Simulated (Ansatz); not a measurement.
`[NH2][Zn][SiH2]F`. Total charge 0; spin multiplicity 1.

```xyz
8

N     0.003   -1.870    1.502
Zn    0.000   -0.453    0.362
Si    0.039    1.472   -1.000
F    -0.370    1.081   -2.512
H     0.723   -2.575    1.462
H    -0.857   -2.294    1.815
H    -0.919    2.525   -0.557
H     1.381    2.115   -1.073
```

Q: What are the harmonic wavenumbers in cm⁻¹ at PBE0-D4/def2-TZVP (Ansatz, finite differences of forces, unscaled)? (Estimate.)

A: Computed: 63, 91, 110, 186, 260, 335, 441, 670, 670, 741, 841, 872, 945, 1555, 2198, 2202, 3583, 3679.

Q: Is this a minimum?

A: Yes, all 18 modes are real.

Q: Give the ideal-gas thermochemistry at 298.15 K and 1 bar (rigid rotor, harmonic oscillator; point group Cs, symmetry number 1).

A: Zero-point energy 116.3 kJ/mol; H(298) − E = 138.0 kJ/mol; entropy 359.1 J/(mol·K), of which translation 169.6, rotation 111.4, vibration 78.1; G(298) − E = 31.0 kJ/mol. Modes under 100 cm⁻¹ are hindered rotations or soft bends, so the harmonic entropy is rough.
